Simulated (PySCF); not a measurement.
An unknown gives this computed stick spectrum. Computed with PySCF 2.14.0, density-fitted response routines, TDDFT B3LYP/def2-SVPD, vertical, gas phase, core orbitals frozen in the response. Geometries: GFN2-xTB, one conformer each.

```csv
state,λ (nm),f
S1,275.5,0.094
S2,269.3,0.0005
S3,235.3,0.072
S4,226.5,0.0087
S5,224.1,0.0024
S6,213.8,0.033
S7,198.2,0.0057
S8,196.7,0.060
```

Triplets computed (Tamm–Dancoff): 3.68, 4.40, 4.95 eV.

Orbital energies (eV): HOMO-3 -9.25, HOMO-2 -8.54, HOMO-1 -7.70, HOMO -5.23, LUMO -0.02, LUMO+1 0.43, LUMO+2 0.74.

Task: Which candidate is it? All have the formula C6H13P.
A. `C=P1(C(C)C)CC1`
B. `CC(C)CP1CC1`
C. `C(=C)CP(CC)C`
D. `CC=P1(CC)CC1`

Result: A. Its S1 lies at 4.50 eV; the nearest of the others has S1 at 3.97 eV. S1 is HOMO→LUMO (97%). Löwdin shares by element: HOMO carbon 60% or more, phosphorus 17%, hydrogen 7% or more (atoms not listed hold the other 15%); LUMO carbon 35% or more, phosphorus 9% (atoms not listed hold the other 55%). At the same level the other candidates give, for their lowest levels:
- `CC=P1(CC)CC1`: 312 nm (f 0.071); 309 nm (f 0.019); 250 nm (f 0.014); 247 nm (f 0.054); 241 nm (f 0.012); T1 3.09 eV; HOMO -4.79, LUMO -0.11 eV
- `C=CCP(C)CC`: 228 nm (f 0.004); 203 nm (f 0.047); 200 nm (f 0.068); 195 nm (f 0.051); 183 nm (f 0.106); T1 4.41 eV; HOMO -6.33, LUMO -0.05 eV
- `CC(C)CP1CC1`: 201 nm (f 0.032); 190 nm (f 0.004); 188 nm (f 0.047); 180 nm (f 0.011); 178 nm (f 0.074); T1 5.26 eV; HOMO -6.73, LUMO 0.31 eV

Shape of the structure used: `[CH2:1]=[P:2]1([CH:3]([CH3:4])[CH3:5])[CH2:6][CH2:7]1`: C1–P2–C3–C4 60°.
